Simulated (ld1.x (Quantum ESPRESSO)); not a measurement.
# ytterbium (Yb) PAW: all-electron and pseudo phase curves

Yb, PAW, made with ld1.x (Quantum ESPRESSO) 7.5 (LDA (PZ), fully relativistic). Core [Kr] 4d10, reference 4f13 5s2 5p6 5d1 6s2 6p0. Waves: 5s (bound): rcut 1.55, rcutus 1.65 bohr; 6s (bound): rcut 1.55, rcutus 1.65 bohr; 5p (bound): rcut 1.85, rcutus 2.40 bohr; 6p (bound, empty): rcut 1.85, rcutus 2.40 bohr; 5d (bound): rcut 2.30, rcutus 2.70 bohr; 5d channel at 1.35 Ry: rcut 2.30, rcutus 2.70 bohr; 4f (bound): rcut 1.20, rcutus 1.40 bohr; 4f channel at -0.05 Ry: rcut 1.20, rcutus 1.40 bohr. Local part: all-electron potential smoothed inside 2.20 bohr (lloc = -1). Core correction: a·sin(br)/r model core, default radius (ld1.x builds one for every PAW set, though the input has nlcc=.false.). Augmentation charge: PSQ, inside the norm-conserving radii.

Open shells are filled in proportion to 2j + 1 (rel_dist='average').

The phase is arctan(r·u′/u) with u = r·R(r), unwrapped; energies in Ry, scanned from -6 to 5 Ry. A pole is an energy at which the radial function vanishes at the test radius. The pseudo phase is shifted by a multiple of π to meet the all-electron one at the reference energy, and phase errors are pseudo minus all-electron; the curves can meet again beyond the range given. Levels narrower than the energy grid can be missing from the lists of poles.

```
channel  radius (bohr)  reference energy (Ry)  poles, all-electron       poles, pseudo  unbroken range about the reference energy with phases within 0.05 rad  phase error 1 Ry above the reference energy (rad)
      s           2.95                  -0.35          -4.34, 1.81         -4.34, 1.85                                                              below 3.5                                             +0.001
   p1/2           2.95                  -0.12          -2.57, 2.87         -2.58, 1.10                                                            -2.7 to 0.2                                             -0.417
   p3/2           2.95                  -0.10          -2.06, 3.31  -2.05, -0.15, 1.38                                                            -0.1 to 0.1                                             -0.763
   d3/2           2.95                  -0.16                 0.45          0.44, 2.67                                                              below 1.8                                             -0.004
   d5/2           2.95                  -0.14                 0.52          0.51, 2.46                                                              below 1.8                                             -0.004
   f5/2           2.95                  -0.78          -0.76, 3.33         -0.76, 3.35                                                        the whole range                                             -0.000
   f7/2           2.95                  -0.67          -0.66, 3.36         -0.66, 3.38                                                        the whole range                                             +0.000
```

The ghost test of this file was not conclusive.

Phases in the f5/2 channel:

| E (Ry) | all-electron | pseudo |
| --- | --- | --- |
| -6.00 | 1.440 | 1.440 |
| -5.48 | 1.434 | 1.434 |
| -4.96 | 1.428 | 1.428 |
| -4.44 | 1.421 | 1.421 |
| -3.92 | 1.413 | 1.413 |
| -3.40 | 1.403 | 1.403 |
| -2.88 | 1.392 | 1.392 |
| -2.36 | 1.377 | 1.377 |
| -1.84 | 1.358 | 1.358 |
| -1.32 | 1.331 | 1.331 |
| -0.80 | 1.029 | 1.029 |
| -0.28 | -1.873 | -1.873 |
| 0.24 | -1.961 | -1.961 |
| 0.76 | -2.145 | -2.145 |
| 1.28 | -2.739 | -2.739 |
| 1.80 | -4.007 | -4.006 |
| 2.32 | -4.465 | -4.464 |
| 2.84 | -4.626 | -4.625 |
| 3.36 | -4.716 | -4.714 |
| 3.88 | -4.787 | -4.784 |
| 4.40 | -4.864 | -4.857 |
| 4.92 | -4.988 | -4.968 |
